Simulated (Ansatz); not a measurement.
`Cl[CH](Cl)[InH2]` + `OBF` → `FB[O][InH2]` + `ClCCl` at 298.15 K and 1 bar (ligand exchange at the In–C bond).

Isolated molecules relaxed with PBE0-D4/def2-TZVP in Ansatz; ΔE leaves out vibrations. CCSD(T)/CBS is the MP2 limit (def2-TZVPP, def2-QZVPP) plus CCSD(T) − MP2 in def2-TZVPP, frozen cores. This one scheme is used for every species. def2 core potentials past Kr. For In outer-core shells are correlated without core-valence functions, which leaves a few kJ/mol of doubt a bond. Each species was taken in one conformer, which may not be the lowest.

| species | CCSD(T)/CBS energy (Eh) | H − E (kJ/mol) | S (J/(mol·K)) |
| --- | --- | --- | --- |
| `Cl[CH](Cl)[InH2]` | -1149.18442 | 98.7 | 359.0 |
| `OBF` | -201.07426 | 91.0 | 252.9 |
| `FB[O][InH2]` | -391.48685 | 101.7 | 333.1 |
| `ClCCl` | -958.80256 | 89.3 | 270.0 |

H − E and S are ideal-gas, rigid-rotor, harmonic terms from PBE0-D4/def2-TZVP, for one conformer and one mirror image of each species. 1 Eh = 2625.50 kJ/mol, R = 8.31446 J/(mol·K).

**Question.** By hand: ΔE, ΔH, ΔS and ΔG.

**Answer.** ΔE = (-391.48685) + (-958.80256) − (-1149.18442) − (-201.07426) = -0.03073 Eh = -80.7 kJ/mol. Δ(H − E) = 101.7 + 89.3 − 98.7 − 91.0 = 1.3, so ΔH = -79.4 kJ/mol. ΔS = 333.1 + 270.0 − 359.0 − 252.9 = -8.8 J/(mol·K). ΔG = -79.4 − 298.15 × (-8.8)/1000 = -76.8 kJ/mol.

**Question.** By hand: the equilibrium constant, and the temperature at which ΔG would vanish if ΔH and ΔS stayed fixed.

**Answer.** log₁₀ K = −ΔG/(RT ln 10) = 13.5. ΔG = 0 at ΔH/ΔS = 9023 K, far beyond where these terms or the molecules hold.

The number of gas molecules stays the same, so ΔS is small and ΔH decides. A doubt of 5 kJ/mol in ΔE shifts log₁₀ K by 0.9 here. Other conformers and mirror images would add mixing entropy, several J/(mol·K) or more a flexible species. These are equilibria of isolated gas molecules and say nothing of rates. Largest T1 diagnostic: 0.016 (customary marks: 0.02 for closed shells, 0.045 for open ones).
